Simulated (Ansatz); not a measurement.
Cost and result for the atomization energy of `C[S][Ge][F]` (7 atoms, 6 bonds).

The species carries charge 0 and has multiplicity 1. Correlated methods include outer-core shells of Ge, which these sets cover unevenly. Scalar relativity is left out up to krypton. The geometry is a stationary point of PBE0-D4/def2-TZVP. It is one conformer, not always the lowest. Program: Ansatz. All runs use 4 threads of an Intel Xeon Platinum 8488C on a shared host. Times are those of one run each, without the atoms' runs, and a repeat can differ threefold. Electronic energies, without spin–orbit coupling; frozen cores. CCSD(T)/CBS adds CCSD(T) − MP2 in def2-TZVPP to the MP2 limit, and its time is that of the two runs behind it. T1 = 0.015. With those shells the extrapolation isn't a true limit. B3LYP takes the VWN-RPA correlation (the form of Gaussian; ORCA's B3LYP/G). HSE06 is the plane-wave form, built on full-range PBE exchange.

CCSD(T)/CBS is a level of theory with its own doubt, some kJ/mol a heavy atom from the limit and from the frozen cores, so smaller differences don't rank the functionals.

| level | functions | wall time |
| --- | --- | --- |
| LDA (SPW92)/def2-TZVPP | 194 | 0.65 s |
| PBE-D4/def2-TZVPP (with forces) | 194 | 1.1 s |
| PBE0-D4/def2-TZVPP | 194 | 1.4 s |
| BHLYP-D4/def2-TZVPP | 194 | 1.6 s |
| HSE06-D4/def2-TZVPP | 194 | 1.6 s |
| CAM-B3LYP-D4/def2-TZVPP | 194 | 1.8 s |
| B3LYP-D4/def2-TZVPP (with forces) | 194 | 2.1 s |
| CCSD(T)/def2-SVP | 93 | 2.1 s |
| r2SCANh-D4/def2-TZVPP | 194 | 2.3 s |
| B97M-V/def2-TZVPP | 194 | 3.1 s |
| MP2/def2-QZVPP | 363 | 9.5 s |
| CCSD(T)/def2-TZVPP | 194 | 31 s |
| CCSD(T)/CBS(def2) | – | 41 s |

(1) What atomization energy does each give, and how far from CCSD(T)/CBS? (Best estimate.)

Results:

(1) Computed: 
| level | atomization (kcal/mol) | difference from CCSD(T)/CBS | per bond |
| --- | --- | --- | --- |
| LDA (SPW92)/def2-TZVPP | 681.3 | 93.7 | 15.6 |
| PBE-D4/def2-TZVPP (with forces) | 603.2 | 15.6 | 2.6 |
| PBE0-D4/def2-TZVPP | 586.4 | -1.2 | -0.2 |
| BHLYP-D4/def2-TZVPP | 563.6 | -24.0 | -4.0 |
| HSE06-D4/def2-TZVPP | 586.7 | -0.9 | -0.2 |
| CAM-B3LYP-D4/def2-TZVPP | 586.1 | -1.5 | -0.3 |
| B3LYP-D4/def2-TZVPP (with forces) | 586.1 | -1.5 | -0.3 |
| CCSD(T)/def2-SVP | 544.0 | -43.6 | -7.3 |
| r2SCANh-D4/def2-TZVPP | 584.4 | -3.2 | -0.5 |
| B97M-V/def2-TZVPP | 592.0 | 4.4 | 0.7 |
| MP2/def2-QZVPP | 591.9 | 4.3 | 0.7 |
| CCSD(T)/def2-TZVPP | 569.2 | -18.4 | -3.1 |
| CCSD(T)/CBS(def2) | 587.6 | 0.0 | 0.0 |

From r2SCAN to r2SCAN0 (25 % exact exchange), in def2-TZVPP and without D4, the atomization energy moves by −14.5 kcal/mol: exact exchange takes away binding that semilocal exchange gives to molecules. In def2-TZVPP, CCSD(T) changes the Hartree–Fock value by +156.7 kcal/mol (the triples alone add +11.8 kcal/mol) and MP2 by +168.6 kcal/mol; breaking electron pairs costs correlation energy, which Hartree–Fock lacks. The D4 term adds +6.3 kcal/mol with B3LYP and +3.2 kcal/mol with PBE0; it sums over pairs of atoms, weighted by their polarisabilities, and B3LYP, whose exchange is more repulsive, gets the larger term.
